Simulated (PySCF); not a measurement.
**Nuclear quadrupole coupling in `N[Si@@H](C[SiH2][SiH3])C(F)F`**

C2H11F2NSi3.
Z-matrix (Å and degrees, GFN2-xTB geometry), rows numbered from 1:
```
N 
Si  1  1.7181
C   2  1.8884  1  108.82
Si  3  1.9054  2  113.90  1   -73.86
Si  4  2.3081  3  111.19  2   -67.66
C   2  1.9343  1  102.00  3   115.93
F   6  1.3665  2  110.58  1    56.52
F   6  1.3638  2  110.67  1   173.30
H   1  1.0065  2  119.41  3    56.88
H   1  1.0083  2  119.52  3  -162.31
H   2  1.4709  1  118.29  3  -129.24
H   3  1.0898  2  109.18  1    48.55
H   3  1.0897  2  109.41  1   164.38
H   4  1.4725  3  106.99  2   167.77
H   4  1.4741  3  106.74  2    55.74
H   5  1.4659  4  112.66  3   -25.52
H   5  1.4671  4  112.25  3    94.81
H   5  1.4663  4  112.46  3  -145.82
H   6  1.0977  2  116.13  1   -64.88
```

Field gradients from the PBE0/pcSseg-1 density (PySCF, non-relativistic), principal values in atomic units, ordered |Vxx| ≤ |Vyy| ≤ |Vzz|:

| atom | Vxx | Vyy | Vzz |
| --- | --- | --- | --- |
| N1 | 0.3157 | 0.6015 | -0.9173 |

Task: Find the asymmetry η = (Vxx − Vyy)/Vzz and the couplings χ = eQV/h (234.96 MHz × Q in barn × V in au), with Q(14N) = 0.02044 b.

Result: 
```tsv
atom	environment	nucleus	η	χzz (MHz)	χxx (MHz)	χyy (MHz)
N1	silicon-bound nitrogen	14N	0.31	-4.405	1.516	2.889
```

The tensor is traceless: Vxx + Vyy + Vzz = 0.

Task: What is Vzz at N1 in SI units (1 au = 9.71736 × 10²¹ V/m²)?

Result: -0.9173 au = -8.913 × 10²¹ V/m².

Task: And the gradient at the other heavy atoms, for which no coupling is worked out here?

Result: 
```csv
atom,environment,Vzz (au),η
Si2,SiH silicon,0.215,0.91
C3,sp3 carbon bound to silicon,-0.049,0.22
Si4,SiH2 silicon,0.111,0.51
Si5,SiH3 silicon,0.010,0.88
C6,CHF2 carbon,-0.632,0.69
F7,fluorine of a CF2 group,2.886,0.15
F8,fluorine of a CF2 group,2.898,0.16
```

Were the hydrogens deuterons (Q(2H) = 0.00286 b), χzz would run from 103 kHz (H11) to 289 kHz (H9).

Isolated species at its GFN2-xTB geometry (one conformer only). GFN2-xTB bond lengths can be off by several hundredths of an ångström, more for odd bonds, and the gradients follow them. With so small a basis the couplings can be 20 % off.
